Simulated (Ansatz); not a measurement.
Cartesian coordinates (Å):
```xyz
9

N      1.3151    -0.6557     0.8214
C      1.2381     0.1686    -0.1306
O      0.1112     0.9179    -0.3973
C     -1.1625     0.4555    -0.1396
N     -1.4868    -0.7618    -0.2079
H      2.2578    -1.0580     0.8584
H      2.0275     0.4749    -0.8333
H     -1.8095     1.3241     0.0546
H     -2.4908    -0.8654    -0.0257
```
Charge 0, spin multiplicity 1.

Calculation: Ansatz (a program for electronic structure) with frozen-core CCSD(T)/cc-pVTZ // PBE-D3(BJ)/def2-TZVP.

| Item | Result |
|---|---|
| HF energy | -261.87879 Ha |
| MP2 correlation energy | -0.95487 Ha |

### Question
Estimate the CCSD correlation energy, the (T) correction, the total energy and the T1 diagnostic.

### Answer

CCSD correlation energy: -0.97243 Ha
(T) correction: -0.04533 Ha
CCSD(T) total energy: -262.89655 Ha
T1 diagnostic: 0.015
